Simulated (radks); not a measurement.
The numbers below are computed, except where a source is named.
Neutral zirconium inside a hard spherical wall (all orbitals vanish at R), configuration held at [Kr] 4d2 5s2 and not refilled when levels cross. Level of theory: scalar-relativistic Kohn-Sham, PBEsol, spin-polarised, spherical densities, finite nucleus; open shells are filled with parallel spins first (spin-orbit coupling, left out, can overturn this in heavy ions); Fermi nuclear charge, rms radius 4.2694 fm (a radial shooting solver on a logarithmic mesh with Libxc functionals). Eigenvalues in eV for spin up, with the zero of energy where the potential of the charges vanishes at infinity; a dash marks a level that is unbound or too diffuse for the functional's potential to be trusted. A positive occupied level is held by the wall or, in an anion where self-interaction has pushed it up, behind a barrier. The pressure on the wall is -dE/dV.

[
 {"R (bohr)": "free", "E (hartree)": "-3596.46284", "kinetic (hartree)": "3697.552", "e(4s)": "-54.765", "e(4p)": "-32.817", "e(5s)": "-4.739", "e(4d)": "-4.077", "e(5p, empty)": "-1.588", "e(6s, empty)": "-", "pressure (GPa)": "0"},
 {"R (bohr)": "20", "E (hartree)": "-3596.46283", "kinetic (hartree)": "3697.552", "e(4s)": "-54.765", "e(4p)": "-32.817", "e(5s)": "-4.739", "e(4d)": "-4.077", "e(5p, empty)": "-1.587", "e(6s, empty)": "-", "pressure (GPa)": "< 0.0001"},
 {"R (bohr)": "15", "E (hartree)": "-3596.46283", "kinetic (hartree)": "3697.552", "e(4s)": "-54.764", "e(4p)": "-32.817", "e(5s)": "-4.738", "e(4d)": "-4.076", "e(5p, empty)": "-1.583", "e(6s, empty)": "0.323", "pressure (GPa)": "< 0.0001"},
 {"R (bohr)": "12", "E (hartree)": "-3596.46268", "kinetic (hartree)": "3697.554", "e(4s)": "-54.749", "e(4p)": "-32.802", "e(5s)": "-4.727", "e(4d)": "-4.063", "e(5p, empty)": "-1.545", "e(6s, empty)": "0.965", "pressure (GPa)": "0.00272"},
 {"R (bohr)": "10", "E (hartree)": "-3596.46151", "kinetic (hartree)": "3697.564", "e(4s)": "-54.673", "e(4p)": "-32.726", "e(5s)": "-4.668", "e(4d)": "-3.995", "e(5p, empty)": "-1.406", "e(6s, empty)": "2.143", "pressure (GPa)": "0.0328"},
 {"R (bohr)": "8", "E (hartree)": "-3596.45204", "kinetic (hartree)": "3697.630", "e(4s)": "-54.288", "e(4p)": "-32.346", "e(5s)": "-4.351", "e(4d)": "-3.659", "e(5p, empty)": "-0.819", "e(6s, empty)": "5.237", "pressure (GPa)": "0.411"},
 {"R (bohr)": "6", "E (hartree)": "-3596.37592", "kinetic (hartree)": "3698.011", "e(4s)": "-52.627", "e(4p)": "-30.729", "e(5s)": "-2.687", "e(4d)": "-2.214", "e(5p, empty)": "1.780", "e(6s, empty)": "14.939", "pressure (GPa)": "5.95"},
 {"R (bohr)": "5", "E (hartree)": "-3596.20891", "kinetic (hartree)": "3698.687", "e(4s)": "-50.460", "e(4p)": "-28.653", "e(5s)": "0.164", "e(4d)": "-0.223", "e(5p, empty)": "5.852", "e(6s, empty)": "27.606", "pressure (GPa)": "26.1"},
 {"R (bohr)": "3.5", "E (hartree)": "-3594.94708", "kinetic (hartree)": "3703.156", "e(4s)": "-42.366", "e(4p)": "-20.927", "e(5s)": "17.142", "e(4d)": "8.677", "e(5p, empty)": "27.751", "e(6s, empty)": "84.264", "pressure (GPa)": "388"},
 {"R (bohr)": "2", "E (hartree)": "-3578.31465", "kinetic (hartree)": "3754.760", "e(4s)": "2.699", "e(4p)": "28.183", "e(5s)": "165.92", "e(4d)": "70.774", "e(5p, empty)": "190.59", "e(6s, empty)": "422.80", "pressure (GPa)": "21900"},
 {"R (bohr)": "1.5", "E (hartree)": "-3539.88667", "kinetic (hartree)": "3856.478", "e(4s)": "84.287", "e(4p)": "118.38", "e(5s)": "420.50", "e(4d)": "174.18", "e(5p, empty)": "450.08", "e(6s, empty)": "917.10", "pressure (GPa)": "149000"}
]
